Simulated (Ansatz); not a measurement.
The cluster Ni₂O₂. Total charge 0; singlet. Geometry PBE-D4/def2-SVP; atoms count from 1.

Cartesian coordinates in Å:
```
Ni -0.424 -0.078 0.301
Ni 1.575 0.247 -0.687
O 0.012 0.143 -1.333
O -1.164 -0.312 1.719
```

The restricted singlet is unstable: a solution with broken spin symmetry lies lower. At PBE0-D4/def2-TZVP a quintet of charge 0 lies 1.72 eV below the restricted singlet, each at its own geometry. The structure comes from a short search, and lower isomers may exist.

Estimate the Mulliken populations from the PBE0/def2-TZVP orbitals of Ansatz.


```
atom  charge (e)  d electrons
 Ni1        0.56         8.44
 Ni2        0.48         8.91
  O3       -0.57            –
  O4       -0.47            –
```
Mulliken values depend strongly on the basis.

And the Mayer bond orders between heavy atoms (over 0.3)?

Ni1–Ni2 0.78 (2.25 Å); Ni1–O3 1.06 (1.71 Å); Ni1–O4 1.63 (1.62 Å); Ni2–O3 0.90 (1.69 Å).
